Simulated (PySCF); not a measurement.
C8H8.
Numbering: `[CH:1]#[C:2][C:3]#[C:4][C:5](=[CH2:6])[CH2:7][CH3:8]` (hydrogens: H9 on C1; H10, H11 on C6; H12, H13 on C7; H14, H15, H16 on C8)

Method used: TDDFT CAM-B3LYP/def2-SVPD, vertical, gas phase, core orbitals frozen in the response in PySCF. Isolated species at its GFN2-xTB geometry (one conformer only). Torsions of this conformer, `[CH:1]#[C:2][C:3]#[C:4][C:5](=[CH2:6])[CH2:7][CH3:8]`: C4–C5–C7–C8 -72°.

```csv
state,E (eV),E (hartree),f,"main configurations (H = HOMO, L = LUMO)"
S1,4.34,0.1595,0.0001,H-1→L (87%)
S2,4.55,0.1671,0.125,"H→L (64%), H-1→L+1 (28%)"
S3,4.64,0.1706,0.0005,H→L+1 (86%)
S4,6.27,0.2303,0.815,"H-1→L+1 (30%), H→L (27%), H-2→L (26%)"
S5,6.58,0.2419,0.0058,H→L+2 (83%)
S6,6.76,0.2484,0.0000,"H-3→L (16%), H-2→L+1 (15%), H-4→L (13%)"
S7,6.99,0.2569,0.0012,H-2→L+1 (57%)
S8,7.12,0.2618,0.065,"H-2→L (37%), H-1→L+2 (17%), H→L+4 (10%)"
```

Triplets, Tamm–Dancoff:

```csv
state,E (eV),λ (nm),"main configurations (H = HOMO, L = LUMO)"
T1,3.05,406.8,H→L (90%)
T2,3.99,310.5,"H-1→L (67%), H→L+1 (23%)"
T3,4.08,303.8,H-1→L+1 (88%)
```

The lowest singlet lies at 4.34 eV (286 nm, ultraviolet) and is dark (f under 0.0005); its leading configuration is HOMO-1→LUMO (87%). The most intense listed level is S4 at 6.27 eV (198 nm, f = 0.815), 1.93 eV above S1. Löwdin shares by element: HOMO carbon 68% or more (atoms not listed hold the other 32%); LUMO carbon 62% or more (atoms not listed hold the other 38%). The oscillator strengths of these states sum to 1.012; summed over the whole spectrum of an exact calculation they would give the number of electrons, 56 (Thomas–Reiche–Kuhn). Of the 8 states listed, 3 reach f = 0.01 and 3 stay under 0.0005. Weighted by f, the mean energy of these states is 6.11 eV. Singlets were solved by full linear response, triplets in the Tamm–Dancoff approximation.
